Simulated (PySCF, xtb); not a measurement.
CsI, SMILES [I][Cs].

Harmonic wavenumbers (cm⁻¹) from xtb with GFN2-xTB at its own minimum, in rising order: 121.

Task: What does PBE-D3(BJ)/def2-TZVPD run with PySCF give at its own minimum? (The exact figures need the calculation; the answer reports its results.)

Result: 115. Paired by order, the mean absolute difference is 6 cm⁻¹ and the zero-point energies are 0.2 and 0.2 kcal/mol.
